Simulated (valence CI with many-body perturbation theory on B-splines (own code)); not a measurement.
**Tl XVII: magnetic and hyperfine properties of the levels**

Calculated by valence CI with perturbative core correlation (CI+MBPT): five valence electrons over a frozen Dirac-Fock core [Kr] 4d10 4f14, radial functions for each j: 11 s, 11 p, 10 d, 8 f, 5 g, 2 h, with the one-electron correlation potential Σ1 (screened to all orders), the two-electron term Σ2, the three-electron term Σ3, Breit, model QED; selected single and double excitations, second order for the rest, scaled by the run's own slope (own B-spline code, finite nucleus).

No measured spectrum was set against this ion. As an estimate, levels hold to about 250 cm⁻¹ or 0.2 % of their energy and the worst to 1 %, as in measured heavy ions of charge 2 to 7. The list stops below the first excitations out of the core. Only levels of the ground parity were solved; by the run's estimate the other parity begins above the list, which can be wrong where configurations are misplaced.

A/g_I is the dipole constant over the nuclear g factor μ/I (μ in nuclear magnetons, uniformly magnetised nucleus), B/Q the quadrupole constant per barn. Both hold the static response of the core; the bare values leave it out. Large factors of s and p1/2 electrons are usually good to 5 to 10 %; those of open d and f shells near neutrality can be off by tens of per cent, and small factors of p3/2, d and f electrons come from cancelling terms and can be off by a factor of two or in sign, in half-filled shells by more. B is blank for J = 1/2, where it vanishes, and for nearly pure S terms. Energies count from the lowest level.

Levels are named by their leading jj configuration (3d3/2^4 stands for four electrons in 3d with j = 3/2), which in mixed levels can hold well under half, so a name can repeat and another be missing.

```
                     Level  E (cm⁻¹)      g  A/g_I (MHz)  A/g_I bare  B/Q (MHz/b)  B/Q bare
(5s^2 5p1/2^2 5p3/2) J=3/2       0.0  1.396        12300       10900        24700     23000
(5s^2 5p1/2 5p3/2^2) J=3/2    188730  1.444       -11900      -12100         5820      5450
(5s^2 5p1/2 5p3/2^2) J=5/2    208660  1.199        38900       36600        -88.5     -70.2
(5s^2 5p1/2 5p3/2^2) J=1/2    234040  0.664       142000      135000
```

Question: Take the isotope of mass number 203, with I = 1/2, μ = 1.616 μN. What is the hyperfine structure of (5s^2 5p1/2 5p3/2^2) J=1/2?

Answer: From the table A = 458000 MHz. Shifts from the centre of gravity in MHz: F = 0: -344000, F = 1: 114000.
